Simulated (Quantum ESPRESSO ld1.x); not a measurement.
The numbers below are computed, except where a source is named.
Q: Sn39+, 11 electrons, occupied as [He] 2s1.75 2p6 3s1 4f0.25 (fractional occupations, a model configuration). Level of theory: scalar-relativistic Kohn-Sham, BLYP, spin-unpolarised, spherical densities, point nucleus (ld1.x of Quantum ESPRESSO 7.5). Some entries of the table are withheld. Estimate them.

| orbital | occ. | eigenvalue (eV) | <r^2> (bohr^2) | <r> (bohr) |
|---|---|---|---|---|
| 1s | 2 | -31541.9 | (1) | 0.02903 |
| 2s | 1.75 | (2) | 0.01779 | (3) |
| 2p | 6 | -6321.39 | 0.01391 | 0.1070 |
| 3s | 1 | (4) | 0.09910 | 0.2952 |
| 4f | 0.25 | (5) | 0.2225 | 0.4469 |

A: 
(1) 1s <r^2> (bohr^2): 0.001140
(2) 2s eigenvalue (eV): -6737.92
(3) 2s <r> (bohr): 0.1230
(4) 3s eigenvalue (eV): -2741.43
(5) 4f eigenvalue (eV): -1337.17
